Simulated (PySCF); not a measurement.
## Electronic structure of Kr²⁺ (krypton, charge +2) at the B3LYP level

Configuration: [Ar] 3d10 4s2 4p4, high-spin 3P determinant. Calculation: PySCF 2.14, in cc-pVDZ-PP with ECP10MDF; scalar relativity through the core potential.

```
Total energy                                                  : -462.2084 hartree
One-electron energy                                           : -785.3044 hartree
Hartree (Coulomb) energy                                      : 355.7775 hartree
Exchange-correlation energy                                   : -32.6815 hartree
⟨S²⟩                                                          : 2.0014
⟨L²⟩                                                          : 2.006
Sum of ⟨r⟩                                                    : 19.81 bohr
Sum of ⟨r²⟩                                                   : 25.50 bohr²
Traceless quadrupole moment −½Σ⟨3z² − r²⟩ along its main axis : -1.41 e·bohr²
Time after the integrals                                      : 0.29 s of wall time on 1 thread of Neoverse-V1 (shared host)
```

```tsv
shell	electrons	mean orbital energy (hartree)	spread (hartree)	rms radius, mean of both spins (bohr)
3s α	1	-10.47236	0	0.571
3s β	1	-10.45940	0	0.571
3p α	3	-8.37089	0.03180	0.586
3p β	3	-8.35684	0.01901	0.586
3d α	5	-4.12905	0.03025	0.606
3d β	5	-4.11539	0.01981	0.606
4s α	1	-1.80898	0	1.60
4s β	1	-1.70502	0	1.60
4p α	3	-1.21669	0.06021	1.87
4p β	1	-1.14102	0	1.87
```

Energies and moments cover only the electrons outside the core potential.
